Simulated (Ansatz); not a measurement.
Consider the β-hydride elimination: `CC(C)[CH2][Sn]([Cl])([Cl])[Cl]` → `[Cl][SnH]([Cl])[Cl]` + isobutene.

Program: Ansatz. Geometries: PBE0-D4/def2-TZVP. ΔE: electronic, gas phase. CBS: MP2 limit from def2 TZ/QZ plus the TZ coupled-cluster correction, frozen cores. This one scheme is used for every species. DFT in def2-TZVPP. Elements past krypton have def2 core potentials. For Sn outer-core shells are correlated without core-valence functions, which leaves a few kJ/mol of doubt a bond. Each species was taken in one conformer, which may not be the lowest.

```tsv
level	ΔE (kcal/mol)	difference from CCSD(T)/CBS
PBE-D4	32.6	-1.6
B97M-V	29.3	-4.9
PBE0-D4	34.5	0.3
r2SCANh-D4	33.4	-0.8
B2PLYP	28.5	-5.7
PBE-QIDH	35.3	1.1
PBE	28.4	-5.8
revPBE	23.5	-10.7
PBE0	30.7	-3.5
r2SCAN0	32.6	-1.6
CAM-B3LYP	26.8	-7.4
CCSD(T)/def2-SVP	32.0	-2.2
SCS-MP2/def2-TZVPP	33.3	-0.9
CCSD/def2-TZVPP	32.1	-2.1
CCSD(T)/def2-TZVPP	33.3	-0.9
SCS-MP2/def2-QZVPP	33.6	-0.6
CCSD(T)/CBS	34.2	0
```

Largest T1 diagnostic among the species: 0.011.

At CCSD(T), def2-SVP lies −2.2 kcal/mol from the extrapolated value and def2-TZVPP −0.9 kcal/mol. Leaving LDA and LC-ωPBE aside and taking each functional with its dispersion term where it has one, the values, not all of them listed here, spread over 7.1 kcal/mol, from BLYP-D4 to PBE-QIDH. LDA lies +9.8 kcal/mol from PBE without D4. The D4 term adds +6.6 kcal/mol with B3LYP and +3.8 kcal/mol with PBE0; it sums over pairs of atoms, weighted by their polarisabilities, and B3LYP, whose exchange is more repulsive, gets the larger term.

CCSD(T)/CBS has its own doubt, a few kJ/mol and more with outer-core shells, so smaller differences from it don't rank the levels.

B3LYP here is the variant with VWN-RPA as its local correlation; programs differ in this.
